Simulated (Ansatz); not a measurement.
Born–Oppenheimer molecular dynamics of C₂H₅B₂ClS (11 atoms, charge 0, multiplicity 1). It starts at the highest image of a converged band. Of that band: Neighbouring images differ by up to 1.3 eV, so the band resolves the path poorly. A vibrational analysis at the climbing image gives one clearly imaginary mode, 1148i cm⁻¹: a first-order saddle point.

The calculation used RKS B3LYP-D4/cc-pVDZ in Ansatz 0.2.0.

```json
{
  "ensemble": "NVE (velocity Verlet)",
  "time step": "0.5 fs",
  "steps asked": "200",
  "starting velocities drawn for": "300 K",
  "seed": "4743"
}
```

First frame:

```xyz
11
Properties=species:S:1:pos:R:3
B -1.283 0.062 -0.231
C 0.276 -0.269 -0.750
C -0.140 -0.778 0.620
S 0.892 0.658 1.594
B 1.044 0.938 -0.293
Cl 1.863 2.292 -1.041
H -2.116 -0.629 -0.769
H -1.577 1.135 0.229
H 0.385 -0.911 -1.624
H 1.072 -0.800 1.223
H -0.352 -1.756 1.063
```

(1) How far do the bonds stretch over the last three quarters of this one trajectory? (Pairs bonded in most of those frames.)

Results:

(1) 
```csv
bond,mean (Å),spread (Å),shortest,longest
B1–C2,1.589,0.098,1.41,1.75
B1–H7,1.212,0.022,1.17,1.25
B1–H8,1.214,0.012,1.19,1.24
C2–C3,1.633,0.118,1.46,1.80
C2–B5,1.584,0.044,1.49,1.65
C2–H9,1.115,0.028,1.06,1.16
C3–S4,1.901,0.072,1.79,2.03
C3–H10,1.129,0.055,1.03,1.24
C3–H11,1.128,0.034,1.05,1.20
S4–B5,1.812,0.031,1.76,1.88
B5–Cl6,1.766,0.052,1.69,1.86
```

Mean temperature of the second half: 1445 K. The conserved energy stayed within 0.24 meV per atom of its start (net change -0.079 meV per atom), so the integration is sound. The kinetic energy rose, since the run started high on the potential surface and went downhill. A run of 0.1 ps of so small a system gives no equilibrium averages. The orbitals stay closed-shell, which can raise the energy where a bond breaks towards radicals; this wasn't checked here.

The run took 11 min on 2 threads of AMD EPYC 7R43 64-Core Processor (Zen 3), on a shared host, peak memory 0.32 GiB.
